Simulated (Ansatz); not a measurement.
Total energies of the cluster GeS3⁻ from Ansatz at PBE-D4/def2-TZVPD, gas phase (1 Eh = 27.2114 eV = 2625.5 kJ/mol). The reference geometry is relaxed at PBE0-D4/def2-SVPD.

```xyz
4

Ge   -0.0328    0.1413    0.1224
S    -0.5978   -1.9216    0.1565
S     1.0221    0.0945   -1.7379
S    -0.3915    1.6858    1.4590
```

```json
{"state": "charge -1 doublet", "geometry": "reference", "energy (Eh)": "-3270.96229"}
{"state": "charge 0 triplet", "geometry": "reference", "energy (Eh)": "-3270.81268"}
{"state": "charge -1 quartet", "geometry": "relaxed at PBE0-D4/def2-SVPD", "energy (Eh)": "-3270.89736"}
```

Problem. Work out the vertical ionisation energy to the triplet.

Solution. E(charge 0 triplet) − E(charge -1 doublet) = -3270.81268 − (-3270.96229) = 0.14961 Eh = 4.07 eV. For comparison, −ε of the highest occupied level of the spin that leaves is 1.55 eV at this level, 2.52 eV less.

Problem. Which of the charge -1 states is lowest, and how far above it are the others?

Solution. The doublet. quartet: -3270.89736 − (-3270.96229) = 0.06493 Eh = 170.5 kJ/mol.

At PBE-D4/def2-TZVPD the gap within one spin of the charge 0 triplet nearly closes, so an electron or hole may be smeared out by delocalisation error. 

The structure comes from a short search, and lower isomers may exist.
